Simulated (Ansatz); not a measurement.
**Question.** Name a neutral molecule of C, Se, Si and H with HOMO–LUMO gap (PBE/def2-TZVPP) between 4.35 and 4.65 eV and LUMO energy (ωB97M-V/def2-TZVPP) between 1.50 and 1.80 eV (Ansatz, PBE0-D4/def2-TZVP geometry).

**Answer.** `C[Si](C)([SeH])[SeH]` (4.49 eV, 1.53 eV); `C[Se][SiH3]` (4.51 eV, 1.60 eV). Other molecules can fit too; these were computed, each in one conformer that needn't be the lowest.
